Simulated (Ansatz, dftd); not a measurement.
Reaction: BSiH5 (SMILES B[SiH3]) → BSiH4 (SMILES [BH][SiH3], doublet) + H (doublet) (the B-H bond breaks)
Each species at its own B3LYP-D3(BJ)/def2-TZVP minimum (Ansatz, a first-principles code).

Quantity: bond dissociation energy (electronic), in kJ/mol. Radicals and triplets start from unrestricted determinants; spin-orbit coupling is neglected. Correlated methods leave the cores frozen. Rows without X2C or -DK are non-relativistic. CBS(X,Y): correlation extrapolated as X^-3, Hartree-Fock from the larger set. A bracket is a step between two methods taken in the basis named. Functionals run without relativity, which enters their misses. Double hybrids freeze cores in their MP2 part. '+ core + X2C': CCSD(T) terms for core correlation (cc-pwCVTZ, 1s frozen past Ne) and scalar relativity (cc-pVTZ-DK). Where a partner has so few electrons that a lower coupled-cluster level is exact, that level stands in.

```
level                                                                                        program  bond dissociation energy (kJ/mol)  difference against the last row
------------------------------------------------------------------------------------  --------------  ---------------------------------  -------------------------------
HF/cc-pV(D+d)Z                                                                                Ansatz                              348.7                            -96.4
r2SCAN-D3(BJ)/def2-TZVPD                                                              Ansatz + dftd3                              424.3                            -20.8
B3LYP/def2-TZVPD                                                                              Ansatz                              439.6                             -5.5
PBE0-D3(BJ)/def2-TZVPD                                                                Ansatz + dftd3                              427.5                            -17.6
r2SCANh-D4/def2-TZVPD                                                                 Ansatz + dftd4                              424.7                            -20.4
CAM-B3LYP-D3(BJ)/def2-TZVPD                                                           Ansatz + dftd3                              442.4                             -2.7
wB97X-V/def2-TZVPD                                                                            Ansatz                              444.8                             -0.3
B2GP-PLYP/def2-TZVPD                                                                          Ansatz                              436.6                             -8.5
CCSD/cc-pV(D+d)Z                                                                              Ansatz                              424.8                            -20.3
CCSD/cc-pV(T+d)Z                                                                              Ansatz                              437.9                             -7.2
CCSD(T)/CBS(cc-pV(T+d)Z,cc-pV(Q+d)Z)                                                          Ansatz                              444.1                             -1.0
CCSDT(Q)/cc-pV(D+d)Z                                                                          Ansatz                              425.7                            -19.4
CCSDT(Q)/cc-pV(T+d)Z                                                                          Ansatz                              439.2                             -5.9
CCSD(T)/CBS(cc-pV(T+d)Z,cc-pV(Q+d)Z) + [CCSDT(Q) - CCSD(T)]/cc-pV(D+d)Z + core + X2C          Ansatz                              445.1                              0.0
CCSD(T)/CBS(cc-pV(T+d)Z,cc-pV(Q+d)Z) + [CCSDT(Q) - CCSD(T)]/cc-pV(T+d)Z + core + X2C          Ansatz                              445.1                              0.0
```
